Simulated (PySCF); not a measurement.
C3H8Se, SMILES CC[Se]C.

Geometry optimised at B3LYP-D3(BJ)/def2-SVP. Other conformers were not sampled.

All values below come from PySCF 2.14.0 with TDA-PBE0/def2-SVPD.

Vertical excitations. Isolated molecule, no solvent.

```
state  energy (eV)  λ (nm)      f                                           main pairs
-----  -----------  ------  -----  ---------------------------------------------------
S1            4.69     264  0.000                                       HOMO→LUMO 96 %
S2            5.57     222  0.053                   HOMO→LUMO+2 59 %, HOMO→LUMO+1 38 %
S3            5.63     220  0.004                   HOMO→LUMO+1 59 %, HOMO→LUMO+2 39 %
S4            6.29     197  0.026                                     HOMO→LUMO+3 95 %
S5            6.53     190  0.011                                     HOMO→LUMO+4 82 %
S6            6.76     184  0.006                                     HOMO→LUMO+5 85 %
S7            7.12     174  0.038                                     HOMO→LUMO+6 85 %
S8            7.51     165  0.124                                     HOMO→LUMO+7 90 %
S9            7.52     165  0.093                                     HOMO−1→LUMO 78 %
S10           7.62     163  0.008                                     HOMO→LUMO+8 90 %
T1            4.21     295      0                                       HOMO→LUMO 91 %
T2            4.98     249      0  HOMO→LUMO+2 51 %, HOMO→LUMO+1 32 %, HOMO→LUMO+5 9 %
T3            5.42     229      0                   HOMO→LUMO+1 55 %, HOMO→LUMO+2 39 %
T4            6.08     204      0                                     HOMO→LUMO+3 94 %
```
Triplets are in the Tamm–Dancoff approximation.
